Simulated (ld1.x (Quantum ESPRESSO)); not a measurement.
# Ni: one change to a PAW potential, before and after

Ni (Z = 28), PAW, made with ld1.x (Quantum ESPRESSO) 7.5 (PBE, scalar-relativistic). Core [Ne] 3s2, reference 3p6 3d8 4s0 4p0 (charge +2). Waves: 4s (bound, empty): rcut 1.70, rcutus 1.90 bohr; 4s channel at -1.1 Ry: rcut 1.70, rcutus 1.90 bohr; 3p (bound): rcut 1.10, rcutus 1.35 bohr; 4p (bound, empty): rcut 1.10, rcutus 1.35 bohr; 3d (bound): rcut 0.90, rcutus 1.25 bohr; 3d channel at -1.2 Ry: rcut 0.90, rcutus 1.25 bohr. Local part: all-electron potential smoothed inside 1.20 bohr (lloc = -2). Core correction: Bessel-smoothed model core, default radius (core density twice the valence density). Augmentation charge: PSQ, inside the norm-conserving radii.

All-electron outer shells of the reference configuration (PBE, scalar-relativistic, ld1.x):

| shell | level (eV) | outermost node (bohr) | outermost maximum (bohr) |
| --- | --- | --- | --- |
| 3s | -130.75 | 0.30 | 0.64 |
| 3p | -91.10 | 0.27 | 0.65 |
| 3d | -28.37 | – | 0.63 |
| 4s | -21.65 | 0.91 | 2.02 |
| 4p | -15.02 | 0.99 | 2.44 |

Change: all radii but the core radius scaled by about 1.29 (s 2.46, p 1.74, d 1.62 bohr, rcut 2.20/1.42/1.16); local potential all-electron potential smoothed inside 1.56 bohr (lloc = -2).

Cutoffs: the cutoffs (Ry, on a coarse ladder) from which the occupation-weighted sum of valence levels, in a spherical-Bessel basis at the reference potential, stays within 10 and 1 mRy of its value at 400 Ry; they do not see the model core or the augmentation charge, which bear on the density cutoff. Errors are all-electron minus pseudo energies relative to the spin-unpolarised reference configuration.

Q: What does the change do?

A: The potential gets softer (80 Ry and 140 Ry → 40 Ry and 70 Ry); of the 7 tests that both files solve, the error grows in 2 and shrinks in 4 by more than 15 % and 0.3 meV (median size 22.4 → 20.1 meV); neither file shows a bound ghost. A larger radius leaves more room for a smooth pseudo-wave, so fewer plane waves are needed.

```csv
quantity,base,changed
"cutoff, loose",80 Ry,40 Ry
"cutoff, tight",140 Ry,70 Ry
loose cutoff by channel (10 mRy a level),"p 40 Ry, d 60 Ry","p 25 Ry, d 35 Ry"
bound ghosts,none,none
"error for 3p6 3d8 4s2 4p0, meV [ΔE -26.67 eV]",+1.3,-0.4
"error for 3p6 3d8 4s1 4p0, meV [ΔE -17.35 eV]",+1.3,+0.5
"error for 3p6 3d7 4s0 4p0, meV [ΔE 37.47 eV]",-32,-52
"error for 3p5 3d8 4s2 4p0, meV [ΔE 52.85 eV]",-62,-34
"error for 3p6 3d7 4s2 4p1, meV [ΔE -16.13 eV]",-22,-20
"error for 3p6 3d8 4s0 4p2, meV [ΔE -17.17 eV]",+1.3,-0.1
"error for 3p6 3d6 4s0 4p0, meV [ΔE 95.02 eV]",-182,-330
lowest overlap eigenvalue by channel,"s 0.47, p 0.10, d 0.96","s 0.37, p 0.81, d 0.86"
```
